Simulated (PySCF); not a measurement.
Al(F)(Me)(NHMe) (C2H7AlFN), SMILES C[NH][Al]([CH3])[F]. Atoms are numbered in the order given.

```xyz
12

Al    -0.1051     0.5216     0.0000
F     -1.3515     1.6386     0.0000
C      1.7438     1.1197     0.0000
H      2.4596     0.2822     0.0000
H      1.9543     1.7432     0.8854
H      1.9543     1.7432    -0.8854
N     -0.6121    -1.1769     0.0000
C      0.2066    -2.3758     0.0000
H     -1.6064    -1.3927     0.0000
H      0.0371    -3.0110    -0.8905
H      0.0371    -3.0110     0.8905
H      1.2758    -2.1082     0.0000
```

Coordinates come from a B3LYP-D3(BJ)/def2-SVP optimisation. The structure was generated by enumeration; whether it is a known compound was not checked. One conformer was computed; it need not be the lowest.

Level of theory: PBE/def2-TZVP (PySCF).

Symmetry labels are those of the subgroup Cs that the program uses (full group Cs).

Computed valence orbital energies around the gap with their symmetry:
```tsv
orbital	symmetry	energy (eV)
HOMO−7	A'	-10.04
HOMO−6	A"	-9.64
HOMO−5	A'	-9.53
HOMO−4	A"	-8.94
HOMO−3	A'	-8.85
HOMO−2	A'	-8.50
HOMO−1	A'	-7.24
HOMO	A"	-5.50
LUMO	A'	-0.79
LUMO+1	A"	-0.41
LUMO+2	A'	0.50
LUMO+3	A'	0.74
```
